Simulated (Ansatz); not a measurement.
`[OH][Ge]([F])([Cl])[GeH3]` + H₂ → `[F][GeH]([Cl])[GeH3]` + H₂O at 700 K and 1 bar (hydrogenolysis of a Ge–O bond).

Computed with Ansatz on PBE0-D4/def2-TZVP structures; ΔE is electronic, products minus reactants. CCSD(T)/CBS is the MP2 limit (def2-TZVPP, def2-QZVPP) plus CCSD(T) − MP2 in def2-TZVPP, frozen cores. This one scheme is used for every species. For Ge outer-core shells are correlated without core-valence functions, which leaves a few kJ/mol of doubt a bond. Scalar relativity is left out up to krypton. Each species was taken in one conformer, which may not be the lowest.

```json
{"species": "`[OH][Ge]([F])([Cl])[GeH3]`", "CCSD(T)/CBS energy (Eh)": "-4789.49370", "H − E (kJ/mol)": "195.3", "S (J/(mol·K))": "532.2"}
{"species": "H₂", "CCSD(T)/CBS energy (Eh)": "-1.17544", "H − E (kJ/mol)": "46.8", "S (J/(mol·K))": "155.3"}
{"species": "`[F][GeH]([Cl])[GeH3]`", "CCSD(T)/CBS energy (Eh)": "-4714.27861", "H − E (kJ/mol)": "166.6", "S (J/(mol·K))": "481.8"}
{"species": "H₂O", "CCSD(T)/CBS energy (Eh)": "-76.37941", "H − E (kJ/mol)": "80.5", "S (J/(mol·K))": "218.4"}
```

H − E and S are ideal-gas, rigid-rotor, harmonic terms from PBE0-D4/def2-TZVP, for one conformer and one mirror image of each species. The MP2-based limit puts H₂ 0.8 mEh under its directly extrapolated value; such offsets cancel only in part. 1 Eh = 2625.50 kJ/mol, R = 8.31446 J/(mol·K).

Problem. By hand: ΔE, ΔH, ΔS and ΔG.

Solution. ΔE = (-4714.27861) + (-76.37941) − (-4789.49370) − (-1.17544) = 0.01112 Eh = 29.2 kJ/mol. Δ(H − E) = 166.6 + 80.5 − 195.3 − 46.8 = 5.0, so ΔH = 34.2 kJ/mol. ΔS = 481.8 + 218.4 − 532.2 − 155.3 = 12.7 J/(mol·K). ΔG = 34.2 − 700 × (12.7)/1000 = 25.3 kJ/mol.

Problem. By hand: the equilibrium constant, and the temperature at which ΔG would vanish if ΔH and ΔS stayed fixed.

Solution. log₁₀ K = −ΔG/(RT ln 10) = -1.9. ΔG = 0 at ΔH/ΔS = 2693 K, far beyond where these terms or the molecules hold.

The number of gas molecules stays the same, so ΔS is small and ΔH decides. A doubt of 5 kJ/mol in ΔE shifts log₁₀ K by 0.4 here. Other conformers and mirror images would add mixing entropy, several J/(mol·K) or more a flexible species. These are equilibria of isolated gas molecules and say nothing of rates. Largest T1 diagnostic: 0.012 (customary marks: 0.02 for closed shells, 0.045 for open ones).
